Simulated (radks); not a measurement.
Results of a calculation; reference values are marked as such.
Question: The oxygen anion O-, [He] 2s2 2p5, held by a Watson sphere: a shell of charge +1 at radius R that stands for the Madelung well of a crystal (potential energy -1/R inside, -1/r outside, in hartree with lengths in bohr). Code: a radial shooting solver on a logarithmic mesh with Libxc functionals. Model: scalar-relativistic Kohn-Sham, LB94 model potential, spin-polarised, spherical densities, finite nucleus; open shells are filled with parallel spins first; Fermi nuclear charge, rms radius of each element as measured or else 0.836 A^(1/3) + 0.57 fm. Response by self-consistent Sternheimer equations with the Hartree and adiabatic LDA kernel, the relativistic mass of each level held fixed and spin-orbit coupling left out. The sphere does not respond.

R (bohr)  e(2s down) (eV)  e(2p up) (eV)  e(2p down) (eV)  <r> 2p (bohr)  sum of <r^2> (bohr^2)  X-ray form factor at sin(theta)/lambda = 0.3 1/angstrom  alpha (bohr^3)
2.83              -24.727        -11.861          -10.865          1.427                  17.08                                                    4.151           11.76
2.88              -24.609        -11.746          -10.751          1.429                  17.14                                                    4.150           11.95
3.48              -23.375        -10.536           -9.543          1.453                  17.71                                                    4.146           14.04
3.56              -23.233        -10.395           -9.402          1.456                  17.76                                                    4.146           14.29
3.6               -23.163        -10.327           -9.333          1.457                  17.79                                                    4.146           14.41
3.71              -22.978        -10.143           -9.150          1.460                  17.86                                                    4.146           14.74

Estimate the row for R = 2.26 bohr.

Answer: e(2s down) (eV) -26.280; e(2p up) (eV) -13.336; e(2p down) (eV) -12.330; <r> 2p (bohr) 1.389; sum of <r^2> (bohr^2) 16.22; X-ray form factor at sin(theta)/lambda = 0.3 1/angstrom 4.169; alpha (bohr^3) 9.510.
